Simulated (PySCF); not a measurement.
Mo(OH)(H)5 (H6MoO), SMILES [OH][MoH5], multiplicity 1. Geometry optimised at B3LYP-D3(BJ)/def2-TZVP. The multiplicity is an assumed one; other spin states were not compared. The def2 effective core potentials stand for the cores of Mo; spin–orbit coupling is left out.

Computed equilibrium geometry at B3LYP-D3(BJ)/def2-TZVP (PySCF confirms it by a frequency run) as bond lengths and angles, and its point group:
point group Cs.
Atoms: Mo1 O2 H3 H4 H5 H6 H7 H8. Bonds (Å): Mo1–O2 1.865, Mo1–H4 1.690, Mo1–H5 1.662, Mo1–H6 1.690, Mo1–H7 1.633, Mo1–H8 1.662, O2–H3 0.962. Angles (°): O2–Mo1–H4 111.7, O2–Mo1–H5 126.7, O2–Mo1–H6 111.7, O2–Mo1–H7 83.4, O2–Mo1–H8 126.7, H4–Mo1–H5 62.2, H4–Mo1–H6 114.3, H4–Mo1–H7 115.9, H4–Mo1–H8 118.6, H5–Mo1–H6 118.6, H5–Mo1–H7 60.0, H5–Mo1–H8 68.4, H6–Mo1–H7 115.9, H6–Mo1–H8 62.2, H7–Mo1–H8 60.0, Mo1–O2–H3 129.0.
